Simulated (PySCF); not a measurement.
B(F)2(OEt) (C2H5BF2O), SMILES FB(OCC)F. Atoms are numbered in the order given.

```xyz
11

B      0.5964    -0.1698     0.7473
F     -0.1836    -1.2075     1.0616
F      1.8106    -0.1206     1.2796
O      0.1924     0.8107    -0.0762
C     -1.0976     0.7770    -0.7021
C     -1.0442     0.0090    -2.0114
H     -1.8333     0.3305    -0.0137
H     -1.3778     1.8266    -0.8728
H     -0.7960    -1.0488    -1.8328
H     -2.0216     0.0517    -2.5169
H     -0.2851     0.4400    -2.6815
```

Geometry optimised at TPSSh-D3(BJ)/def2-SVP. Other conformers were not sampled.

Two levels are set side by side: PBE/pcSseg-1 (PySCF) and HF/pcSseg-1 (PySCF). GIAO shifts against BF3 (¹¹B), CFCl3 (¹⁹F), H2O (¹⁷O), TMS (¹H), TMS (¹³C) at the same level; non-relativistic, no solvent, atoms listed together averaged. Differences are taken from unrounded values.

```
quantity              PBE
------------------  -----
δ(¹¹B) of B1 (ppm)    2.4
δ(¹⁷O) of O4 (ppm)  124.8
δ(¹³C) of C5 (ppm)   68.7
δ(¹³C) of C6 (ppm)   21.5
```

**Question.** These are the PBE values. What does HF give? (Estimate from the structure and the level; the computed values follow.)

**Answer.** 
| quantity | HF | PBE minus HF |
|---|---|---|
| δ(¹¹B) of B1 (ppm) | 3.4 | -1.0 |
| δ(¹⁷O) of O4 (ppm) | 74.2 | 50.6 |
| δ(¹³C) of C5 (ppm) | 59.6 | 9.2 |
| δ(¹³C) of C6 (ppm) | 21.2 | 0.3 |

Rough cost on one machine, each run with all the roots and properties that it gave: HF against PBE within a factor of 2.
